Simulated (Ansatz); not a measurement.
Geometry optimisation, RKS PBE/def2-SVP in Ansatz 0.2.0.

input.yaml

```yaml
crystal:
  periodic: [false, false, false]
  atoms:
    - { symbol: Al, position_ang: [0.266404, 0.522592, 0.34265] }
    - { symbol: O, position_ang: [-0.728303, 1.454651, -0.861387] }
    - { symbol: "N", position_ang: [2.045697, 0.564444, 0.373549] }
    - { symbol: "N", position_ang: [-0.731065, -0.421618, 1.486669] }
    - { symbol: H, position_ang: [-1.293356, -0.435159, -1.983993] }
    - { symbol: S, position_ang: [-1.164659, -1.793274, -1.942219] }
    - { symbol: H, position_ang: [-0.274359, 2.131539, -1.390991] }
    - { symbol: H, position_ang: [2.621971, 0.150062, 1.108705] }
    - { symbol: H, position_ang: [2.640382, 0.872195, -0.3979] }
    - { symbol: H, position_ang: [-1.712736, -0.203364, 1.670363] }
    - { symbol: H, position_ang: [-0.386475, -1.096894, 2.170964] }
    - { symbol: H, position_ang: [-1.283402, -1.745174, -0.57651] }
basis:
  gaussian: { orbitals: def2-SVP }
hamiltonian:
  xc: pbe
relax:
  f_tol: 0.03
  max_steps: 50
```

Run as:

```bash
$ ansatz run input.yaml --threads 2 --pin off --max-ram 3072MiB --backend cpu --events-out ev --progress --plain --runs-dir out
```

**Question.** Where does it end, and by what steps?

**Answer.** It converged. After 35 steps the energy has fallen by 1.416 eV; H12 moved furthest, 1.39 Å. Parted: S6–H12 (1.37 → 3.02 Å). Joined: Al1–S6 (3.55 → 2.26 Å), N4–H12 (2.51 → 1.03 Å).

```
step  energy less start (eV)  largest force component (eV/Å)  accepted
   0                  0.0000                           1.151       yes
   2                 -0.1190                           0.292       yes
   4                 -0.1466                           0.508       yes
   6                 -0.1883                           0.290       yes
   8                 -0.2315                           0.843       yes
  10                 -0.4089                           1.150       yes
  12                 -0.9025                           3.153       yes
  14                 -1.2211                           0.891       yes
  16                 -1.2015                           1.211        no
  18                 -1.2726                           0.075       yes
  20                 -1.2673                           0.733        no
  22                 -1.2880                           0.567       yes
  24                 -1.3498                           0.463       yes
  26                 -1.3729                           0.497        no
  28                 -1.4102                           0.111       yes
  30                 -1.4132                           0.114       yes
  32                 -1.4147                           0.049       yes
  34                 -1.4141                           0.163        no
  35                 -1.4156                           0.017       yes
```

```xyz
12
Properties=species:S:1:pos:R:3
Al 0.170 0.198 -0.355
O -0.817 1.649 -0.336
N 1.889 0.149 0.222
N -0.887 -0.658 1.176
H -1.260 -0.623 -2.483
S -0.189 -1.312 -1.998
H -0.584 2.367 -0.945
H 2.278 0.850 0.861
H 2.635 -0.155 -0.411
H -1.645 -0.037 1.491
H -0.291 -0.903 1.978
H -1.300 -1.524 0.801
```

Whether the end is a true minimum wasn't checked by a vibrational analysis.

Run time: 73 s on 2 threads of Intel(R) Xeon(R) Platinum 8375C CPU @ 2.90GHz (Ice Lake), with other jobs on the host, peak memory 0.17 GiB.
